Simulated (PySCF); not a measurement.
Vertical excitations of a molecule C6H8 from TDA-ωB97X/def2-SVPD (PySCF), as energy in eV (oscillator strength): 6.29 (0.000), 6.67 (0.014), 6.80 (0.001), 7.05 (0.021), 7.42 (0.025), 8.16 (0.002), 8.41 (0.018), 8.50 (0.164), 8.64 (0.006), 8.80 (0.004). Lowest triplet (TDA): 5.33 eV. Coordinates come from a B3LYP-D3(BJ)/def2-SVP optimisation. Other conformers were not sampled.

Task: Identify the compound among the candidates.
(A) CC#C/C=C/C
(B) C#CC/C=C/C
(C) CC#CC1CC1
(D) C=CC1=CCC1

Result: C, CC#CC1CC1
